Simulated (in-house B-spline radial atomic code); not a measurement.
Settings and results of a run for Ba⁷⁺. Computed with a B-spline radial code for spherical atoms: scalar-relativistic (X2C) r2SCAN0, spin-polarised, spherical fractional occupations, exact exchange averaged over the configuration, Fermi nucleus of rms radius 4.8378 fm.

Command:
```bash
python run_scf.py task.json out
```
Settings (nuclear radius in fm, mass in u):
```
Z                56
configuration    [Kr] 4d10 5s2 5p1
hamiltonian      x2c
method           r2scan0
spin_polarised   True
nucleus          fermi
rms_radius       4.8378
atomic_mass      137.90525
speed_of_light   137.035999084
exact_exchange   averaged over the configuration
```

Output (hartree, bohr):
```
 radial grid: 67 intervals, B-splines of order 8, outer radius 18.8312 bohr

 iter        energy (Eh)    residual
    1       -8123.053036    1.31e-01
    2       -8123.063427    2.00e-03
    3       -8123.063459    9.18e-04
    4       -8123.063462    4.65e-04
    5       -8123.063463    5.74e-05
    6       -8123.063463    1.76e-05
    7       -8123.063463    3.24e-06
    8       -8123.063463    3.91e-07

 total energy                     -8123.06346
 kinetic                            8673.6241
 electron-nucleus                 -19600.8018
 Hartree                            3001.2842
 exact exchange                      -48.5287
 exchange-correlation               -148.6412

 orbital      occ     eigenvalue          <r>       <r^2>       <1/r>       r_max
 1s up      1.000     -1375.3585    0.0249418 0.000854449     64.1034     0.01566
 1s down    1.000     -1375.3536    0.0249417 0.000854445     64.1035     0.01566
 2s up      1.000      -221.6276     0.109117   0.0141132     14.6689     0.09271
 2s down    1.000      -221.6263     0.109116    0.014113     14.6689     0.09271
 2p up      3.000      -199.1240    0.0958679   0.0112363     13.3572     0.07428
 2p down    3.000      -199.1202    0.0958688   0.0112365      13.357     0.07428
 3s up      1.000       -49.9591     0.290836   0.0968112     5.22154       0.266
 3s down    1.000       -49.9559     0.290833   0.0968071     5.22136       0.266
 3p up      3.000       -42.6455      0.28894   0.0968979     4.82934      0.2602
 3p down    3.000       -42.6409     0.288944   0.0968983     4.82912      0.2602
 3d up      5.000       -31.9446     0.266251   0.0836555     4.53964      0.2153
 3d down    5.000       -31.9411     0.266244   0.0836489      4.5397      0.2153
 4s up      1.000       -12.6012     0.672566    0.509919      2.1181      0.6246
 4s down    1.000       -12.5920     0.672783    0.510159     2.11679      0.6249
 4p up      3.000       -10.1936     0.712621    0.576721     1.92912      0.6526
 4p down    3.000       -10.1841     0.712608    0.576468     1.92836      0.6529
 4d up      5.000        -6.6365     0.790359    0.722373     1.66908       0.693
 4d down    5.000        -6.6269     0.788777    0.718781     1.67122      0.6931
 5s up      1.000        -4.1613      1.50248     2.51045    0.889115       1.411
 5s down    1.000        -4.0743      1.49663     2.49345    0.895359       1.406
 5p up      1.000        -3.4767      1.64503     3.01433    0.799879       1.543
```

Time taken, with all properties: 0.88 s on 1 thread of Intel(R) Xeon(R) Platinum 8259CL CPU @ 2.50GHz, on a shared host.

One-electron X2C: radii and densities carry no picture-change correction, so inner-shell <1/r> comes out high (for 1s by about 2 % at Z = 33, 5 % at 54, 10 % at 75, 30 % at 118) and <r> low.
